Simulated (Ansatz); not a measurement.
Mulliken charges of C$_{2}$H$_{3}$BO$_{2}$ (`O=C1CBO1`) from PBE/def2-TZVPP in Ansatz (PBE0-D4/def2-TZVP geometry).

```csv
atom,x (Å),y (Å),z (Å),charge (e)
O1,-1.022,1.632,-1.068,-0.166
C2,-0.518,0.677,-0.600,0.173
C3,0.340,0.311,0.599,-0.221
B4,0.192,-1.104,-0.081,0.160
O5,-0.587,-0.632,-1.125,-0.172
H6,1.316,0.799,0.602,0.101
H7,-0.149,0.494,1.557,0.101
H8,0.520,-2.235,0.060,0.022
```

By hand: the dipole of these point charges (1 e Å = 4.8032 D).

Σ q r = (0.266, -0.209, 0.341) e Å, of length 0.480 e Å = 2.31 D.

How does the dipole of the full density compare? (An estimate is asked.)

The calculation gave: (0.337, -0.235, 0.441) e Å, 2.89 D; the point charges give 0.80 times that, at 3° from its direction.

Point charges leave out the atoms' own dipoles, such as those of lone pairs, and Mulliken's split depends on the basis, so the two needn't agree.
